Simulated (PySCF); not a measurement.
Species: H₉NOSi₃.
Geometry (PBE0-D3(BJ)/def2-SVP, Å), atoms numbered from 1 in this order:
```xyz
14
H9NOSi3 angstrom
O      1.9828   -0.7469   -1.2161
Si     0.8170   -1.4036   -0.2194
N     -0.3026   -0.1063    0.0720
Si     0.3364    1.5347    0.0027
Si    -2.0117   -0.3453    0.3765
H      2.9000   -0.8735   -0.9597
H      1.4920   -1.8923    1.0249
H      0.1001   -2.5364   -0.8682
H      1.6465    1.6206    0.7148
H      0.5023    2.0384   -1.3912
H     -0.6558    2.4069    0.7053
H     -2.3808    0.0191    1.7787
H     -2.3262   -1.7885    0.1551
H     -2.8358    0.4936   -0.5465
```

Method: PBE0-D3(BJ)/def2-SVP geometry optimisation, gas phase in PySCF 2.14.0.

Take the most abundant isotopes and a rigid rotor. The values belong to one conformer with, in the numbering `[OH:1][SiH2:2][N:3]([SiH3:4])[SiH3:5]`, H–O1–Si2–N3 130°, O1–Si2–N3–Si4 -28°.

Q: Give the principal moments of inertia and the rotational constants in cm⁻¹.

A: Ia = 165.31, Ib = 275.34, Ic = 412.62 u·Å²; 505379 MHz·u·Å²/I gives 3057, 1835 and 1225 MHz, that is A = 0.10198, B = 0.06122, C = 0.04086 cm⁻¹.

Q: What kind of rotor is it?

A: An asymmetric top; Ray's κ = -0.333.

Q: What does the inertial defect say?

A: Not planar: Δ = Ic − Ia − Ib = -28.03 u·Å². For a rigid frame Δ = −2 Σ m c², so Σ m c² = 14.02 u·Å² lies off the ab plane: 9.00 from hydrogen and 5.02 from heavier atoms. The atom farthest from that plane is 1.64 Å away.

Q: Give the other two planar moments, Paa and Pbb, and the rms extents of the mass along the axes.

A: Paa = Σ m a² = (Ib + Ic − Ia)/2 = 261.32 and Pbb = Σ m b² = (Ia + Ic − Ib)/2 = 151.29 u·Å². With the mass M = 123.00 u, the rms extents √(P/M) along a, b and c are 1.46, 1.11, 0.34 Å.

Q: List the rotational levels J(Ka,Kc) to J = 5 (MHz).

A: Above 0(0,0):
J = 1: 1(0,1) 3060, 1(1,1) 4282, 1(1,0) 4893
J = 2: 2(0,2) 9003, 2(1,2) 9792, 2(1,1) 11624, 2(2,1) 15289, 2(2,0) 15467
J = 3: 3(0,3) 17553, 3(1,3) 17958, 3(1,2) 21588, 3(2,2) 24470, 3(2,1) 25279, 3(3,1) 32204, 3(3,0) 32238
J = 4: 4(0,4) 28527, 4(1,4) 28701, 4(1,3) 34582, 4(2,3) 36570, 4(2,2) 38640, 4(3,2) 44721, 4(3,1) 44948, 4(4,1) 55177, 4(4,0) 55182
J = 5: 5(0,5) 41894, 5(1,5) 41961, 5(1,4) 50311, 5(2,4) 51479, 5(2,3) 55442, 5(3,3) 60365, 5(3,2) 61174, 5(4,2) 70871, 5(4,1) 70917, 5(5,1) 84253, 5(5,0) 84254

Q: Which lines would a microwave search look for?

A: The dipole components are |μa| = 1.12 D, |μb| = 0.27 D, |μc| = 0.91 D. Intensities carry the squares of the components, which stand as 1.00 : 0.06 : 0.66 (a : b : c). Some lines, for components of 0.1 D or more:

```json
{"type": "c", "branch": "Q", "J(Ka,Kc)": "2(1,2) ← 2(0,2)", "MHz": "789", "lower level (cm⁻¹)": "0.300"}
{"type": "b", "branch": "Q", "J(Ka,Kc)": "1(1,0) ← 1(0,1)", "MHz": "1832", "lower level (cm⁻¹)": "0.102"}
{"type": "b", "branch": "Q", "J(Ka,Kc)": "2(1,1) ← 2(0,2)", "MHz": "2621", "lower level (cm⁻¹)": "0.300"}
{"type": "b", "branch": "Q", "J(Ka,Kc)": "2(2,0) ← 2(1,1)", "MHz": "3843", "lower level (cm⁻¹)": "0.388"}
{"type": "b", "branch": "Q", "J(Ka,Kc)": "2(2,1) ← 2(1,2)", "MHz": "5497", "lower level (cm⁻¹)": "0.327"}
{"type": "b", "branch": "R", "J(Ka,Kc)": "3(1,2) ← 2(2,1)", "MHz": "6299", "lower level (cm⁻¹)": "0.510"}
{"type": "a", "branch": "R", "J(Ka,Kc)": "2(1,1) ← 1(1,0)", "MHz": "6731", "lower level (cm⁻¹)": "0.163"}
{"type": "b", "branch": "R", "J(Ka,Kc)": "2(1,2) ← 1(0,1)", "MHz": "6732", "lower level (cm⁻¹)": "0.102"}
{"type": "b", "branch": "R", "J(Ka,Kc)": "3(0,3) ← 2(1,2)", "MHz": "7761", "lower level (cm⁻¹)": "0.327"}
{"type": "c", "branch": "R", "J(Ka,Kc)": "2(2,0) ← 1(1,0)", "MHz": "10574", "lower level (cm⁻¹)": "0.163"}
{"type": "b", "branch": "R", "J(Ka,Kc)": "3(2,2) ← 2(1,1)", "MHz": "12846", "lower level (cm⁻¹)": "0.388"}
{"type": "c", "branch": "R", "J(Ka,Kc)": "3(3,0) ← 2(2,0)", "MHz": "16771", "lower level (cm⁻¹)": "0.516"}
```

Q: Estimate the classical rotational partition function at 50 K, 200 K and 298.15 K.

A: Point group C1, symmetry number σ = 1; q = (√π/σ)·√((kT/h)³/(ABC)), k/h = 20836.6 MHz/K: 22700 at 50 K, 182000 at 200 K, 331000 at 298.15 K.

No frequency check. No vibrational averaging or centrifugal distortion is included, and the geometry carries the error of its method. A rigid rotor knows nothing of internal rotation, which can split or shift real lines. Quadrupole hyperfine structure (14N) is left out.

The run took 5.9 min of wall time on one thread, Arm Neoverse N1 (aarch64) (shared host), and the process peaked at 0.50 GiB of memory. These figures are those of the optimisation.
